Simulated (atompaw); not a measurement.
## u(r) = r·R(r): atom against pseudo-atom (Al (Z = 13))

Columns: radius, all-electron u(r) and pseudo u(r) of the 3s shell (level -7.73 eV) of aluminium in the configuration [Ne] 3s2 3p1; PBE, non-relativistic, PAW (atompaw) scheme, atompaw 4.2.0.5.

```
r (bohr)  all-electron  pseudo
   0.090        0.1331  0.0498
   0.181       -0.0398  0.0997
   0.271       -0.1990  0.1486
   0.362       -0.2821  0.1970
   0.452       -0.2920  0.2437
   0.542       -0.2504  0.2889
   0.633       -0.1758  0.3328
   0.723       -0.0851  0.3743
   0.813        0.0121  0.4137
   0.904        0.1099  0.4511
   0.994        0.2017  0.4855
   1.085        0.2869  0.5176
   1.175        0.3624  0.5466
   1.265        0.4286  0.5728
   1.356        0.4861  0.5963
   1.446        0.5341  0.6166
   1.537        0.5743  0.6341
   1.627        0.6067  0.6485
   1.717        0.6321  0.6599
   1.808        0.6511  0.6685
   1.898        0.6641  0.6740
   1.988        0.6716  0.6767
   2.079        0.6745  0.6766
   2.169        0.6730  0.6737
   2.260        0.6679  0.6680
   2.350        0.6596  0.6596
```

(1) How many radial nodes do the two functions have?

(2) Is the pseudo-wave norm-conserving?

Answers

(1) The all-electron 3s function has n − l − 1 = 2; the pseudo-wave has 0, since the states of the same l below it are removed with the core.

(2) No, it belongs to a PAW set: the norm inside the radius is not constrained, and the difference is carried by the augmentation charge.
